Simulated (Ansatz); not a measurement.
F2H3InOSi, SMILES `[F][In]([F])[O][SiH3]`, one more setting.

```yaml
crystal:
  periodic: [false, false, false]
  atoms:
    - {symbol: F, position_ang: [0.505546, -1.781286, 2.207567]}
    - {symbol: In, position_ang: [0.966156, -1.490817, 0.330501]}
    - {symbol: F, position_ang: [2.227484, -2.704970, -0.371582]}
    - {symbol: O, position_ang: [0.227449, -0.035685, -0.635470]}
    - {symbol: Si, position_ang: [-0.771580, 1.252353, -0.408077]}
    - {symbol: H, position_ang: [-0.339959, 2.005248, 0.686107]}
    - {symbol: H, position_ang: [-2.132710, 0.640012, -0.156653]}
    - {symbol: H, position_ang: [-0.793464, 2.018191, -1.686033]}
basis:
  gaussian: {orbitals: def2-TZVPD}
hamiltonian: {xc: {name: B97}}
output: {forces: true}
```

```sh
$ ansatz run in.yaml --threads 4 --pin off --events-out ev --progress --plain --max-ram 10444MiB
```

It prints (some lines left out):

```
Functional definition: B97
1526 factors; their error is unknown
mean field evaluation 1: about -20572.9297 eV, gradient 8.5e1 eV
mean field evaluation 2: about -20523.7230 eV, gradient 1.8e2 eV
mean field evaluation 4: about -20583.7918 eV, gradient 2.0e1 eV
mean field evaluation 8: about -20584.3811 eV, gradient 4.7e-2 eV
mean field evaluation 16: about -20584.4271 eV, gradient 1.4e-5 eV
mean field -20584.42709087 eV, -756.4637429638 hartree, gradient 1.5e-5 eV, S^2 0.000000; 0 other end points of the search recorded, 0 dependent functions left out
reference -20584.42713010 eV, -756.4637444054 hartree; 32, 32 occupied and 214, 214 virtual orbitals, 1526 factors
Total energy: -20584.42713010 eV, -756.4637444054 hartree
Atom 0 at     0.505546    -1.781286     2.207567 Å, force     0.004998     0.001889    -0.088268 eV/Å
Atom 1 at     0.966156    -1.490817     0.330501 Å, force    -0.291659    -0.181826     1.254204 eV/Å
Atom 2 at     2.227484    -2.704970    -0.371582 Å, force     0.812631    -0.817060    -0.484476 eV/Å
Atom 3 at     0.227449    -0.035685    -0.635470 Å, force    -0.126799     0.889090    -0.759444 eV/Å
Atom 4 at    -0.771580     1.252353    -0.408077 Å, force    -1.139522    -1.643452    -1.558961 eV/Å
Atom 5 at    -0.339959     2.005248     0.686107 Å, force     0.499132     1.180297     1.425864 eV/Å
Atom 6 at    -2.132710     0.640012    -0.156653 Å, force     0.233087     0.484989     0.011480 eV/Å
Atom 7 at    -0.793464     2.018191    -1.686033 Å, force     0.008132     0.086073     0.199601 eV/Å
Dipole moment:    -0.135996     0.328913    -0.208634 e Å
```

Hardware: 4 threads of an Arm Neoverse V2 on a shared host. Wall time 8.5 s, peak host memory 0.84 GiB.
